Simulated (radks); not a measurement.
Species: Pd. Configuration: [Kr] 4d8 5d2 (not the ground configuration). Calculated with a radial shooting solver on a logarithmic mesh with Libxc functionals: scalar-relativistic Kohn-Sham, B86b exchange with PBE correlation, spin-polarised, spherical densities, finite nucleus; open shells are filled with parallel spins first (spin-orbit coupling, left out, can overturn this in heavy ions); Fermi nuclear charge, rms radius 4.5318 fm.

Radial electron density D(r) = 4 pi r^2 rho(r):

| r (bohr) | D(r) (e/bohr) | spin D(r) |
|---|---|---|
| 0.006143 | 21.93 | -0.000262 |
| 0.007209 | 26.88 | -0.000320 |
| 0.00846 | 32.39 | -0.000384 |
| 0.009849 | 37.99 | -0.000449 |
| 0.01156 | 43.95 | -0.000519 |
| 0.01356 | 49.54 | -0.000585 |
| 0.01579 | 54.03 | -0.000642 |
| 0.01853 | 57.34 | -0.000690 |
| 0.02174 | 58.75 | -0.000722 |
| 0.02531 | 58.19 | -0.000726 |
| 0.02971 | 55.95 | -0.000663 |
| 0.03486 | 52.94 | -0.000422 |
| 0.04058 | 50.73 | 0.000229 |
| 0.04763 | 50.62 | 0.00195 |
| 0.05589 | 53.84 | 0.00595 |
| 0.06506 | 59.80 | 0.0138 |
| 0.07635 | 67.32 | 0.0296 |
| 0.0896 | 72.94 | 0.0577 |
| 0.1043 | 73.67 | 0.100 |
| 0.1224 | 68.52 | 0.165 |
| 0.1436 | 59.47 | 0.247 |
| 0.1672 | 51.68 | 0.332 |
| 0.1962 | 48.79 | 0.405 |
| 0.2303 | 52.19 | 0.429 |
| 0.2681 | 57.35 | 0.381 |
| 0.3146 | 58.43 | 0.255 |
| 0.3692 | 51.23 | 0.0951 |
| 0.4298 | 38.58 | -0.00370 |
| 0.5044 | 25.22 | 0.0487 |
| 0.5919 | 17.25 | 0.322 |
| 0.6891 | 15.55 | 0.760 |
| 0.8087 | 16.74 | 1.27 |
| 0.949 | 17.04 | 1.64 |
| 1.105 | 14.98 | 1.73 |
| 1.296 | 11.16 | 1.55 |
| 1.521 | 7.202 | 1.18 |
| 1.771 | 4.259 | 0.794 |
| 2.078 | 2.222 | 0.459 |
| 2.439 | 1.065 | 0.249 |
| 2.839 | 0.5166 | 0.163 |
| 3.332 | 0.2872 | 0.160 |
| 3.91 | 0.2578 | 0.219 |
| 4.552 | 0.3061 | 0.296 |
| 5.342 | 0.3552 | 0.353 |
| 6.269 | 0.3555 | 0.355 |
| 7.298 | 0.2946 | 0.295 |
| 8.564 | 0.1917 | 0.192 |
| 10.05 | 0.09913 | 0.0991 |
| 11.7 | 0.04334 | 0.0433 |
| 13.73 | 0.01445 | 0.0145 |
| 16.11 | 0.003656 | 0.00366 |
| 18.76 | 0.0007347 | 0.000735 |

D(r) has 5 maxima, at r = 0.0225, 0.0986, 0.297, 0.897, 5.79 bohr, and minima at 0.0443, 0.193, 0.678, 3.73 bohr, inside which lie 2.01, 11.11, 29.05, 44.13 electrons.
